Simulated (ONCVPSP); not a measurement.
**Pm: variants of one ONCV potential**

Base potential:

```
Element                 : Pm
Generator               : ONCVPSP 4.0.1
Type                    : optimised norm-conserving Vanderbilt (ONCV)
Functional              : PBE
Relativity              : scalar-relativistic
Frozen core             : [Kr] 4d10
Valence charge          : 15
Reference configuration : 4f5 5s2 5p6 6s1.75 6p0.25
Partial waves           : 5s+6s: rc 2.30 bohr, ncon 4, nbas 7, qcut 4.3 1/bohr, 2 projectors; 5p+6p: rc 2.85 bohr, ncon 3, nbas 7, qcut 4.3 1/bohr, 2 projectors; d scattering state at 0.45 Ha: rc 2.60 bohr, ncon 4, nbas 7, qcut 4.3 1/bohr, 1 projector; 4f: rc 1.50 bohr, ncon 4, nbas 9, qcut 13.3 1/bohr, 1 projector
Local potential         : polynomial inside 1.35 bohr (lpopt 5, dvloc0 0 Ha)
Core correction         : Teter function, fcfact 5.75, rcfact 1.05
```

In the d channel the program set the typed energies aside and used 0.050 Ha.

Cutoffs, loose and tight: the cutoffs (Ha) at which the residual kinetic energy of the hardest occupied pseudo-wave falls to 1 and 0.1 mHa per electron. They do not see the model core or the augmentation charge, which bear on the density cutoff. Test errors are all-electron minus pseudo excitation energies from the reference, over the configurations 4f5 5s2 5p6 6s2 6p0; 4f5 5s2 5p6 6s1 6p0; 4f5 5s2 5p6 6s0 6p0; 4f6 5s2 5p6 6s0 6p0. A dash means not determined; rows that change the core or the reference have their own tests.

A true bound ghost makes a file unfit for plane-wave use even where its test errors are small: the radial tests pick states by their node count and pass the ghost by.

```tsv
change	outcome	cutoff, loose	cutoff, tight	bound ghosts	GHOST(+) flags above zero	largest test error (meV)
base	generated, projector energies reset by the program	67 Ha	76 Ha	none	s	tests left out (the all-electron energies of this program are off by 10 to 40 meV for near-neutral 4f atoms)
p: ncon 5, nbas 9	generated, projector energies reset by the program	67 Ha	76 Ha	none	s	tests left out (the all-electron energies of this program are off by 10 to 40 meV for near-neutral 4f atoms)
functional LDA (Perdew-Wang 92)	generated, projector energies reset by the program	64 Ha	71 Ha	none	s	tests left out (the all-electron energies of this program are off by 10 to 40 meV for near-neutral 4f atoms)
core correction none	generated, projector energies reset by the program	67 Ha	76 Ha	none	s	tests left out (the all-electron energies of this program are off by 10 to 40 meV for near-neutral 4f atoms)
f: rc 1.52	generated, projector energies reset by the program	67 Ha	76 Ha	none	s	tests left out (the all-electron energies of this program are off by 10 to 40 meV for near-neutral 4f atoms)
```

(1) What comes out with this change to the base: local potential polynomial inside 1.00 bohr (lpopt 5, dvloc0 0 Ha)?

(2) What comes out with this change to the base: all radii but the core radius scaled by about 1.28 (s 2.94, p 3.64, d 3.32, f 1.92 bohr); local potential polynomial inside 1.72 bohr (lpopt 5, dvloc0 0 Ha)?

Answers

(1) outcome: generated, projector energies reset by the program; cutoff, loose: 67 Ha; cutoff, tight: 76 Ha; bound ghosts: s; GHOST(+) flags above zero: p; largest test error (meV): tests left out (the all-electron energies of this program are off by 10 to 40 meV for near-neutral 4f atoms).

(2) outcome: failed: ERROR pspot: first pseudo wave function has node, program will stop. Cause: the optimised pseudo-wave of the first projector has a node, so the radial equation cannot be inverted for a potential.
